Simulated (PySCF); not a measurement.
Mayer bond orders and bond lengths

SiMe3(NHMe), C4H13NSi.
Geometry (PBE0-D3(BJ)/def2-SVP, Å), atoms numbered from 1 in this order:
```xyz
19
C4H13NSi angstrom
Si    -0.0022    0.4116   -0.0052
C      0.0612    0.3962    1.8738
H     -0.9521    0.3560    2.3018
H      0.5616    1.3025    2.2507
H      0.6263   -0.4689    2.2564
C      1.7673    0.4506   -0.6577
H      2.3183    1.3352   -0.2988
H      1.7794    0.4677   -1.7595
H      2.3265   -0.4426   -0.3341
C     -0.9351    1.9147   -0.6346
H     -0.9602    1.9398   -1.7362
H     -0.4509    2.8442   -0.2957
H     -1.9736    1.9186   -0.2691
N     -0.8939   -0.9835   -0.5503
C     -0.5524   -2.3486   -0.2405
H     -1.4018   -0.8839   -1.4224
H      0.2061   -2.7987   -0.9132
H     -0.1473   -2.4129    0.7823
H     -1.4400   -3.0045   -0.2633
```

Bond orders from the PBE0/pcSseg-1 density (PySCF). Isolated species at its PBE0-D3(BJ)/def2-SVP geometry, gas phase.

Q: Set the Mayer orders of the bonds between heavy atoms beside their lengths.

A: 
```csv
bond,length (Å),Mayer order
Si1–C2,1.880,0.957
Si1–C6,1.886,0.932
Si1–C10,1.878,0.961
Si1–N14,1.743,0.996
N14–C15,1.441,0.990
```

By pair of heavy elements: C–Si: lowest Si1–C6 (0.932, 1.886 Å), highest Si1–C10 (0.961, 1.878 Å).

Q: And the bonds to hydrogen?

A: C–H: 0.95 to 0.97 (12 bonds); H–N: 0.93 (1 bond).

Q: Sum the orders of all bonds at each heavy atom with more than one neighbour.

A: Si1 3.846, C2 3.816, C6 3.794, C10 3.826, N14 2.918, C15 3.885. Orders between atoms that aren't bonded are not in these sums.

For a closed shell the Mayer order of atoms A and B is Σ (PS)μν (PS)νμ over the basis functions μ on A and ν on B, with P the density and S the overlap matrix.

These values come from a run that also computed NMR shieldings. On Intel Xeon at 2.50 GHz, one thread, shared host, this took 70 s wall (grids of density and orbitals included) and 1.1 GiB of memory at its peak.
